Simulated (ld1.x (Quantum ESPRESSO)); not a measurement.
**Cutoff test, titanium (Ti), TM**

Ti, norm-conserving Troullier–Martins (Kleinman–Bylander form), made with ld1.x (Quantum ESPRESSO) 7.5 (PBE, non-relativistic). Core [Ar], reference 3d2 4s0.5 4p0 (charge +1.5). Waves: 4s (bound): rc 2.75 bohr; 4p (bound, empty): rc 2.35 bohr; 3d (bound): rc 2.45 bohr. Local part: all-electron potential smoothed inside 2.70 bohr (lloc = -1). Core correction: Bessel-smoothed model core inside 1.40 bohr.

The pseudo-atom Hamiltonian at the reference potential is diagonalised in spherical Bessel functions j_l(qr) that vanish at 20 bohr, with q² up to the cutoff. All-electron valence levels (Ry): 4s -0.9881, 4p -0.6936, 3d -1.1404.

Question: How do the lowest levels (Ry) of each channel move with the cutoff, and are there ghosts?

Answer:

| cutoff (Ry) | s #1 | p #1 | p #2 | d #1 | d #2 | f #1 | f #2 | Σ f·Δε (mRy) |
| --- | --- | --- | --- | --- | --- | --- | --- | --- |
| 8 | -0.9861 | -0.6728 | -0.2624 | -0.4958 | -0.2102 | -0.1717 | -0.0678 | 1290.3 |
| 15 | -0.9879 | -0.6890 | -0.2694 | -0.6268 | -0.2571 | -0.1717 | -0.0678 | 1027.4 |
| 21 | -0.9881 | -0.6933 | -0.2712 | -0.9026 | -0.3110 | -0.1717 | -0.0678 | 475.6 |
| 35 | -0.9882 | -0.6936 | -0.2713 | -1.1287 | -0.3328 | -0.1717 | -0.0678 | 23.4 |
| 45 | -0.9882 | -0.6936 | -0.2714 | -1.1399 | -0.3336 | -0.1717 | -0.0678 | 1.1 |
| 60 | -0.9882 | -0.6937 | -0.2714 | -1.1403 | -0.3337 | -0.1717 | -0.0678 | 0.3 |
| 400 | -0.9882 | -0.6937 | -0.2714 | -1.1404 | -0.3337 | -0.1717 | -0.0678 | 0.0 |

Result: no extra level below or beside the all-electron valence levels (s, p, d, f tested); 10 mRy is reached at 40 Ry and 1 mRy at 50 Ry.
